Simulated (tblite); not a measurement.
C₇H₁₀F₃P.
Z-matrix (Å and degrees, GFN2-xTB geometry), rows numbered from 1:
```
F 
C   1  1.3418
F   2  1.3435  1  106.40
F   2  1.3431  1  106.33  3   113.05
C   2  1.5144  1  112.66  3  -123.38
C   5  1.5253  2  110.86  1   -60.02
P   6  1.8744  5  111.36  2   178.80
C   7  1.8705  6   97.59  5    84.91
C   8  1.4976  7  106.32  6    79.78
C   9  1.3203  8  116.57  7    12.51
C  10  1.4975  9  116.58  8     0.08
H   5  1.0919  2  107.36  1   178.08
H   5  1.0918  2  107.74  1    61.27
H   6  1.0934  5  109.11  2    60.62
H   6  1.0935  5  110.61  2   -58.80
H   8  1.0925  7  111.26  6   -43.14
H   8  1.0948  7  109.15  6  -161.17
H   9  1.0786  8  119.16  7  -168.85
H  10  1.0785  9  124.30  8   178.54
H  11  1.0948  7  109.44  6   159.16
H  11  1.0924  7  110.57  6    41.17
```

Method: GFN2-xTB as coded in tblite; computed harmonic values from a numerical Hessian at the method's own geometry, unscaled. This tight-binding method is rough: wavenumbers can miss measured ones by several per cent, in bad cases by 10 to 20. One conformer, not necessarily the lowest.

Harmonic wavenumbers (cm⁻¹): 30.4, 42.8, 74.3, 107.7, 129.7, 186.6, 229.9, 274.8, 332.8, 356.4, 375.2, 474.4, 483.9, 504.1, 577.3, 639.0, 679.5, 716.3, 734.4, 759.2, 779.4, 812.1, 829.3, 862.7, 878.9, 918.7, 991.0, 1000.6, 1018.1, 1054.1, 1073.0, 1080.4, 1091.4, 1120.0, 1162.0, 1187.7, 1205.7, 1212.4, 1219.5, 1244.8, 1287.4, 1312.6, 1429.2, 1431.6, 1442.7, 1447.2, 1706.3, 2926.0, 2927.0, 2949.9, 2958.2, 2959.1, 2963.5, 2989.3, 2994.8, 3083.7, 3099.1.

A = 2032, B = 438.4, C = 431.1 MHz; mass 182.047 u (most abundant isotopes); point group C1, symmetry number 1.

**Question.** What is the zero-point energy?

**Answer.** ½Σν̃ = 34179 cm⁻¹ = 408.87 kJ/mol.

**Question.** Entropy at 350 K, 1 bar (ideal gas, RRHO, classical rotation)?

**Answer.** Translation 177.09, rotation 132.14, vibration 179.53: S = 488.8 J/(mol K).

**Question.** And Cp and H(350 K) − H(0)?

**Answer.** Cp = 214.81 J/(mol K), of which vibrations give 181.55 (their classical limit is 57 R = 473.9); H(350 K) − H(0) = 43.34 kJ/mol without the zero-point energy, 31.70 from vibrations.

**Question.** What must be added to the electronic energy to get the Gibbs energy at 350 K and 1 bar?

**Answer.** ZPE + [H(350 K) − H(0)] − T·S = 408.87 + 43.34 − 171.07 = 281.14 kJ/mol.

**Question.** Which modes carry the vibrational entropy at 350 K?

**Answer.** 30.4 cm⁻¹: 25.61; 42.8 cm⁻¹: 22.77; 74.3 cm⁻¹: 18.21; 107.7 cm⁻¹: 15.16; 129.7 cm⁻¹: 13.64; 186.6 cm⁻¹: 10.72 J/(mol K); the other 51 give 73.42 together.

**Question.** How do the functions run with temperature in this model?

**Answer.** 
```tsv
T (K)	S (J/(mol K))	Cp (J/(mol K))	H − H(0) (kJ/mol)	G − H(0) (kJ/mol)	ln q(vib)
100	318.7	86.6	6.12	-25.75	2.79
200	393.0	134.5	17.11	-61.49	6.02
300	457.7	188.5	33.25	-104.06	9.14
500	577.1	280.6	80.76	-207.76	15.36
800	728.5	361.7	178.39	-404.42	24.30
1000	813.0	394.9	254.24	-558.76	29.81
```

q(vib) and H(0) count from the zero-point level.

Hindered rotation and anharmonicity are outside this model. Other conformers, if any are populated, would add a mixing term that is left out. The structure is chiral; the term R ln 2 for an equal mix with its mirror image is left out.
